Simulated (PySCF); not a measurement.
# Excitation energy of Zn²⁺ by level of theory

Zn²⁺ [Ar] 3d10 (1S) → Zn²⁺ [Ar] 3d9 4p1 (high-spin determinant), as a difference of total energies. All numbers are calculated (PySCF 2.14, a scalar-relativistic core potential, in aug-cc-pwCVDZ-PP with ECP10MDF). Correlated levels: valence: 3s2 3p6 frozen. The calculations carry no spin-orbit coupling.

```
           method  excitation energy (eV)
              UHF                  15.323
    MP2 (valence)                  17.788
SCS-MP2 (valence)                  17.561
   CCSD (valence)                  17.139
CCSD(T) (valence)                  17.227
```

Q: How much does correlation contribute at CCSD(T) (valence)?

A: 17.227 − (15.323) = 1.904 eV, measured against UHF.

The determinant of the upper state mixes LS terms, which raises its energy above the lowest term, most at the Hartree-Fock and MP2 levels.
